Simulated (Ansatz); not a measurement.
This geometry of BrH + H6Si2 (10 atoms, charge 0, multiplicity 1) is a first-order saddle point.

Method: Ansatz 0.2.0, RKS PBE-D4/def2-SVP.

```xyz
10
Properties=species:S:1:pos:R:3
Si -0.317 0.034 0.079
Si -0.008 -0.005 2.676
H -1.041 -0.094 3.766
H 0.892 -1.203 2.684
H 0.737 1.294 2.742
H 1.175 0.127 0.410
H -0.623 1.340 -0.577
H -0.445 -1.268 -0.640
Br -3.009 -0.163 0.566
H -1.295 -0.062 1.492
```

Problem. Which two structures does it join? (They come from a converged band through this point; their orientation in space is the band's.)

Solution. Bonds broken: Si1–Si2, Br9–H10. Bonds formed: Si1–Br9, Si2–H10. BrH + H6Si2 becomes BrH3Si + H4Si.

Image 0:

```xyz
10
Properties=species:S:1:pos:R:3
Si 0.273 -0.006 0.085
Si 0.302 0.014 2.442
H -1.032 -0.428 3.003
H 1.347 -0.931 2.973
H 0.579 1.396 2.968
H 1.698 -0.007 -0.406
H -0.425 1.213 -0.445
H -0.413 -1.247 -0.415
Br -3.578 0.162 0.956
H -2.685 -0.167 2.039
```

Image 10:

```xyz
10
Properties=species:S:1:pos:R:3
Si -0.545 0.202 -0.690
Si -0.098 -0.259 3.302
H -0.365 -0.723 4.705
H 1.072 -1.018 2.739
H 0.217 1.210 3.306
H 0.430 0.881 0.227
H -0.200 0.502 -2.118
H -0.533 -1.279 -0.452
Br -2.600 0.991 -0.272
H -1.311 -0.508 2.451
```

Problem. How far does it lie above each of them?

Solution. 32.4 kcal/mol above the first and 48.3 kcal/mol above the second. This is the barrier of this one path; another mechanism may lie lower. The orbitals stay closed-shell, which can raise the energy where a bond breaks towards radicals; this wasn't checked here.

Time of the run: 8 min on 2 threads of AMD EPYC 7R43 64-Core Processor (Zen 3) (shared host), peak memory 0.16 GiB.
